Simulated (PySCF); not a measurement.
Which level of theory gave which numbers?

Species: C₃H₁₁PSi.
InChI=1S/C3H11PSi/c1-2-3-5-4/h2-5H2,1H3

The closed-shell ground state was solved 7 times with PySCF (density fitting, gas phase), always in the pcSseg-1 basis (154 functions), with these functionals: B97-2, CAM-B3LYP, HF, LC-wPBE, OPBE, mPW1PW91 and wB97X-D. Isolated species at its PBE0-D3(BJ)/def2-SVP geometry (one conformer only).

```json
{"row": "P", "total energy (Eh)": "-751.6280", "HOMO (eV)": "-6.27", "LUMO (eV)": "-0.20", "dipole (D)": "1.27"}
{"row": "Q", "total energy (Eh)": "-751.7526", "HOMO (eV)": "-7.42", "LUMO (eV)": "0.53", "dipole (D)": "1.25"}
{"row": "R", "total energy (Eh)": "-751.7415", "HOMO (eV)": "-7.16", "LUMO (eV)": "0.51", "dipole (D)": "1.24"}
{"row": "S", "total energy (Eh)": "-751.7068", "HOMO (eV)": "-9.22", "LUMO (eV)": "2.27", "dipole (D)": "1.30"}
{"row": "T", "total energy (Eh)": "-749.6212", "HOMO (eV)": "-9.91", "LUMO (eV)": "3.59", "dipole (D)": "1.30"}
{"row": "U", "total energy (Eh)": "-751.6857", "HOMO (eV)": "-8.64", "LUMO (eV)": "1.53", "dipole (D)": "1.20"}
{"row": "V", "total energy (Eh)": "-751.4883", "HOMO (eV)": "-10.01", "LUMO (eV)": "2.72", "dipole (D)": "1.32"}
```

Which functional belongs to which row?

P = OPBE, Q = mPW1PW91, R = B97-2, S = wB97X-D, T = HF, U = CAM-B3LYP, V = LC-wPBE. By rising HOMO–LUMO gap: OPBE (GGA) 6.07 eV; B97-2 (global hybrid, 21 % exact exchange) 7.67 eV; mPW1PW91 (global hybrid, 25 % exact exchange) 7.95 eV; CAM-B3LYP (range-separated hybrid) 10.17 eV; wB97X-D (range-separated hybrid) 11.49 eV; LC-wPBE (range-separated hybrid) 12.73 eV; HF (all exact exchange) 13.50 eV. Total energies of different functionals aren't bounds to one another; each is stationary for its own functional.

Conformer computed: `[CH3:1][CH2:2][CH2:3][SiH2:4][PH2:5]`: C1–C2–C3–Si4 -61°, C2–C3–Si4–P5 -49°, H–P5–Si4–C3 81°, H–P5–Si4–C3 175°.

Note: wB97X-D ran without an empirical dispersion term, which enters the total energy and its gradient alone.
